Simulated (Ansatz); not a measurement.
Isolated molecules relaxed with PBE0-D4/def2-TZVP in Ansatz; ΔE leaves out vibrations. CCSD(T)/CBS is the MP2 limit (def2-TZVPP, def2-QZVPP) plus CCSD(T) − MP2 in def2-TZVPP, frozen cores. DFT in def2-TZVPP. B3LYP here is the variant with VWN-RPA as its local correlation; programs differ in this. Each species was taken in one conformer, which may not be the lowest.

`CB(N)[SiH3]` + `CC1=CO1` → `[SiH3]C1=CO1` + `CB(C)N`  (formal exchange of groups at the Si–B bond)

`CB(N)[SiH3]`:

Cartesian coordinates in Å:
```
C -1.360 -0.352 -0.819
B -0.137 -0.241 0.164
N -0.042 -1.086 1.266
Si 1.338 1.122 -0.125
H -1.019 -0.553 -1.840
H -2.077 -1.132 -0.544
H -1.901 0.599 -0.873
H 0.716 -1.059 1.927
H -0.734 -1.789 1.476
H 0.806 2.516 -0.130
H 2.021 0.921 -1.437
H 2.388 1.053 0.935
```

`CC1=CO1`:

Z-matrix (Å, degrees):
```
C
C 1 1.469
H 1 1.089 2 111.4
H 1 1.093 2 109.4 3 121.7
H 1 1.093 2 108.5 3 -121.3
C 2 1.350 1 143.6 3 -9.0
O 2 1.270 1 128.3 3 -179.8
H 6 1.087 2 121.0 1 101.5
```

`[SiH3]C1=CO1`:

Cartesian coordinates in Å:
```
Si -0.701 0.669 0.872
C 0.408 -0.264 -0.217
C 1.111 -0.928 -1.076
O 0.043 -0.821 -1.839
H -1.072 1.966 0.254
H -1.929 -0.111 1.162
H 0.077 0.893 2.117
H 2.064 -1.404 -1.273
```

`CB(C)N`:

Cartesian coordinates in Å:
```
C 1.127 -0.265 -0.942
B -0.111 -0.152 0.029
C -0.441 1.206 0.762
N -0.925 -1.268 0.243
H 1.256 -1.254 -1.392
H 1.047 0.463 -1.756
H 2.055 -0.017 -0.415
H -0.597 2.010 0.034
H -1.325 1.165 1.405
H 0.405 1.526 1.379
H -0.764 -2.158 -0.195
H -1.727 -1.255 0.850
```

```
             level  ΔE (kcal/mol)
          B3LYP-D4          -14.4
RPA@PBE/def2-TZVPP          -13.4
       HF/def2-SVP          -11.6
    MP2/def2-QZVPP          -21.2
```

Q: What does CCSD(T)/CBS give? (An estimate is asked.)

A: Computed: -16.6 kcal/mol. The listed levels differ from it by 2.2, 3.2, 5.0, -4.6 kcal/mol.

Q: What do rigid-rotor, harmonic-oscillator terms from PBE0-D4/def2-TZVP frequencies (298.15 K, 1 bar) make of the CCSD(T)/CBS value? (An estimate is asked.)

A: Computed: ΔZPE = +0.3 kcal/mol, ΔH = -16.2 kcal/mol, ΔS = -1 J/(mol·K), ΔG = -16.2 kcal/mol.

Largest T1 diagnostic among the species: 0.029, so the coupled-cluster value is less sure than usual.

At CCSD(T), def2-SVP lies +3.9 kcal/mol from the extrapolated value and def2-TZVPP +1.0 kcal/mol. From BLYP to BHLYP (50 % exact exchange), in def2-TZVPP and without D4, ΔE moves by −1.0 kcal/mol.
